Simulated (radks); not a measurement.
Values are calculated unless marked as measured or tabulated.
Isoelectronic series with 8 electrons, all held in the configuration [He] 2s2 2p4, which need not be the ground one along the series. Code: a radial shooting solver on a logarithmic mesh with Libxc functionals. Model: scalar-relativistic Kohn-Sham, r2SCAN, spin-polarised, spherical densities, finite nucleus; open shells are filled with parallel spins first; meta-GGA in the generalised Kohn-Sham scheme; Fermi nuclear charge, rms radius of each element as measured or else 0.836 A^(1/3) + 0.57 fm. Total energies (hartree) and orbital eigenvalues (eV):

| ion | E (hartree) | 2p down | 2p up | 2s down |
|---|---|---|---|---|
| O | -75.09032 | -6.7847 | -10.9547 | -22.7442 |
| F+ | -99.14502 | -25.5823 | -30.9417 | -46.1284 |
| Ne2+ | -126.73483 | -51.6223 | -58.1591 | -76.7850 |
| Mg4+ | -192.51066 | -124.6886 | -133.5619 | -159.1873 |
| Al5+ | -230.70118 | -171.5948 | -181.6328 | -210.8229 |
| Si6+ | -272.43252 | -225.3837 | -236.5855 | -269.3916 |
| P7+ | -317.71031 | -286.0450 | -298.4102 | -334.8923 |
| S8+ | -366.54100 | -353.5746 | -367.1032 | -407.3305 |
| Cl9+ | -418.93176 | -427.9721 | -442.6642 | -486.7166 |
| Ar10+ | -474.89043 | -509.2395 | -525.0955 | -573.0647 |
